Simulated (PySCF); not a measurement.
A calculated (UHF, PySCF 2.14, aug-cc-pVDZ-DK, the spin-free X2C one-electron Hamiltonian (Gaussian nucleus)) atom or ion has these occupied shells.

```json
{"shell": "1s α", "electrons": "1", "orbital energy (eV)": "-1887.0", "rms radius, mean of both spins (bohr)": "0.129"}
{"shell": "1s β", "electrons": "1", "orbital energy (eV)": "-1886.9", "rms radius, mean of both spins (bohr)": "0.129"}
{"shell": "2s α", "electrons": "1", "orbital energy (eV)": "-178.09", "rms radius, mean of both spins (bohr)": "0.612"}
{"shell": "2s β", "electrons": "1", "orbital energy (eV)": "-177.90", "rms radius, mean of both spins (bohr)": "0.612"}
{"shell": "2p α", "electrons": "3", "orbital energy (eV)": "-125.66", "rms radius, mean of both spins (bohr)": "0.599"}
{"shell": "2p β", "electrons": "3", "orbital energy (eV)": "-125.32", "rms radius, mean of both spins (bohr)": "0.599"}
{"shell": "3s α", "electrons": "1", "orbital energy (eV)": "-24.150", "rms radius, mean of both spins (bohr)": "2.25"}
{"shell": "3s β", "electrons": "1", "orbital energy (eV)": "-21.746", "rms radius, mean of both spins (bohr)": "2.25"}
{"shell": "3p α", "electrons": "1", "orbital energy (eV)": "-16.155", "rms radius, mean of both spins (bohr)": "2.68"}
```

Name the element and its charge.

Si+ (silicon, charge +1), in [Ne] 3s2 3p1, 2P determinant.
